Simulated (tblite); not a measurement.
C4H14O2Si3.
Cartesian coordinates in Å at the GFN2-xTB level; atoms count from 1:
```
atom  x, y, z in Å
C1    -2.620   -0.307    1.101
C2    -1.524   -0.510    0.381
C3    -1.597   -1.130   -0.981
Si4    0.184   -0.007    1.021
O5     0.282   -0.073    2.647
C6     0.702    1.752    0.554
Si7    0.522    2.171   -1.282
O8     1.241   -1.097    0.418
Si9    2.351   -1.590   -0.646
H10   -3.603   -0.578    0.745
H11   -2.576    0.141    2.079
H12   -0.973   -2.021   -1.015
H13   -2.620   -1.400   -1.240
H14   -1.213   -0.434   -1.726
H15    0.231   -0.911    3.100
H16    1.740    1.890    0.855
H17    0.118    2.457    1.142
H18    1.124    3.485   -1.540
H19   -0.898    2.228   -1.648
H20    1.196    1.176   -2.123
H21    3.451   -0.627   -0.669
H22    1.721   -1.694   -1.964
H23    2.757   -2.895   -0.128
```

Method: GFN2-xTB as coded in tblite; computed harmonic values from a numerical Hessian at the method's own geometry, unscaled. Errors from tens to a few hundred cm⁻¹ against measured bands are possible. Modes of hydrogen on silicon can be 10 to 20 % off. One conformer, not necessarily the lowest.

Harmonic wavenumbers (cm⁻¹): 35.6, 49.1, 53.5, 69.5, 88.5, 104.6, 136.4, 138.3, 157.5, 163.3, 183.6, 221.2, 226.7, 271.5, 318.6, 369.6, 414.0, 488.0, 513.6, 560.0, 605.3, 626.1, 649.1, 684.5, 702.9, 718.1, 767.6, 782.7, 785.8, 799.3, 803.8, 807.5, 824.0, 854.6, 887.6, 912.1, 970.4, 1011.3, 1016.6, 1040.6, 1072.6, 1135.7, 1231.2, 1395.2, 1423.4, 1446.6, 1475.0, 1487.9, 1686.7, 2222.4, 2225.8, 2232.2, 2238.2, 2253.7, 2269.6, 2982.7, 3001.7, 3003.5, 3017.4, 3020.3, 3064.0, 3111.0, 3659.5.

A = 914.5, B = 811.2, C = 661.5 MHz; mass 178.030 u (most abundant isotopes); point group C1, symmetry number 1.

Q: What is the zero-point energy?

A: Half the sum of the wavenumbers: 35735 cm⁻¹ = 427.48 kJ/mol.

Q: What is S at 298.15 K and 1 bar for an ideal gas of classical rigid rotors and harmonic oscillators?

A: Translation 173.48, rotation 129.12, vibration 228.32: S = 530.9 J/(mol K).

Q: And Cp and H(298.15 K) − H(0)?

A: Cp = 238.93 J/(mol K), of which vibrations give 205.67 (their classical limit is 63 R = 523.8); H(298.15 K) − H(0) = 43.76 kJ/mol without the zero-point energy, 33.85 from vibrations.

Q: Which modes carry the vibrational entropy at 298.15 K?

A: 35.6 cm⁻¹: 22.97; 49.1 cm⁻¹: 20.31; 53.5 cm⁻¹: 19.60; 69.5 cm⁻¹: 17.44; 88.5 cm⁻¹: 15.45; 104.6 cm⁻¹: 14.09 J/(mol K); the other 57 give 118.47 together.

Q: What must be added to the electronic energy to get the Gibbs energy at 298.15 K and 1 bar?

A: ZPE + [H(298.15 K) − H(0)] − T·S = 427.48 + 43.76 − 158.30 = 312.94 kJ/mol.

Q: How do the functions run with temperature in this model?

A: 
```csv
T (K),S (J/(mol K)),Cp (J/(mol K)),H − H(0) (kJ/mol),G − H(0) (kJ/mol),ln q(vib)
150,399.6,152.2,14.71,-45.23,6.62
250,491.3,211.7,32.91,-89.91,11.57
400,608.3,288.4,70.72,-172.62,18.33
600,739.4,357.7,135.83,-307.81,26.51
900,897.8,422.7,253.70,-554.33,37.26
```

q(vib) and H(0) count from the zero-point level.

Hindered rotation and anharmonicity are outside this model. Other conformers, if any are populated, would add a mixing term that is left out. The structure is chiral; the term R ln 2 for an equal mix with its mirror image is left out.

The run took 1.5 s wall on one thread of an Arm Neoverse V1, no GPU, shared host. This covers the Hessian and the dipole derivatives.
